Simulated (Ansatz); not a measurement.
Complex (SMILES): F (HF) with N#N (N2), atoms 1 to 2 the first; geometry from B3LYP-D3(BJ)/def2-TZVP, monomers rigid:
```xyz
4

F      0.3830    -0.0965     0.2212
H     -0.2809     0.0249    -0.4159
N     -2.5150     0.4344    -2.5571
N     -1.7349     0.2913    -1.8098
```

Basis-set convergence of the uncorrected interaction energy at PBE with Ansatz (an electronic-structure program). Cartesian d functions, on some or all atoms, in 6-31G*, 6-31+G*; all else is spherical. The program fits the integrals of some runs and decomposes those of others, by size. No added dispersion term, no relativity. Functions are those of the species that has most. Reference: the counterpoise-corrected one, the value in aug-pcseg-3, -2.55 kcal/mol. Deviations are taken from unrounded values.

```
basis        functions  uncorrected interaction energy (kcal/mol)
-----------  ---------  -----------------------------------------
6-31G*              47                                      -3.11
6-31+G*             59                                      -2.94
cc-pVDZ             47                                      -4.25
aug-cc-pVDZ         78                                      -2.76
def2-SVP            47                                      -3.69
def2-SVPD           71                                      -3.79
pcseg-1             47                                      -3.80
aug-pcseg-1         78                                      -2.94
6-311G**            60                                      -3.45
6-311+G**           72                                      -2.88
def2-TZVP           99                                      -2.93
def2-TZVPD         123                                      -2.63
cc-pVTZ            104                                      -3.22
aug-cc-pVTZ        161                                      -2.62
pcseg-2            104                                      -2.81
aug-pcseg-2        161                                      -2.62
def2-TZVPP         107                                      -2.84
def2-TZVPPD        131                                      -2.63
cc-pVQZ            195                                      -3.01
aug-cc-pVQZ        286                                      -2.64
def2-QZVPP         201                                      -2.91
def2-QZVPPD        225                                      -2.56
pcseg-3            213                                      -2.77
aug-pcseg-3        304                                      -2.56
```

What the diffuse functions change, pair by pair:
- 6-31G* to 6-31+G*: 12 more functions, deviation -0.56 to -0.40 kcal/mol
- cc-pVDZ to aug-cc-pVDZ: 31 more functions, deviation -1.70 to -0.21 kcal/mol
- def2-SVP to def2-SVPD: 24 more functions, deviation -1.14 to -1.24 kcal/mol
- pcseg-1 to aug-pcseg-1: 31 more functions, deviation -1.25 to -0.39 kcal/mol
- 6-311G** to 6-311+G**: 12 more functions, deviation -0.90 to -0.34 kcal/mol
- def2-TZVP to def2-TZVPD: 24 more functions, deviation -0.38 to -0.08 kcal/mol
- cc-pVTZ to aug-cc-pVTZ: 57 more functions, deviation -0.68 to -0.08 kcal/mol
- pcseg-2 to aug-pcseg-2: 57 more functions, deviation -0.26 to -0.07 kcal/mol
- def2-TZVPP to def2-TZVPPD: 24 more functions, deviation -0.29 to -0.08 kcal/mol
- cc-pVQZ to aug-cc-pVQZ: 91 more functions, deviation -0.46 to -0.09 kcal/mol
- def2-QZVPP to def2-QZVPPD: 24 more functions, deviation -0.36 to -0.01 kcal/mol
- pcseg-3 to aug-pcseg-3: 91 more functions, deviation -0.22 to -0.02 kcal/mol

Leaving out the reference's own pair, they bring the value nearer the reference by more than 0.01 kcal/mol in 10 of 11 pairs.
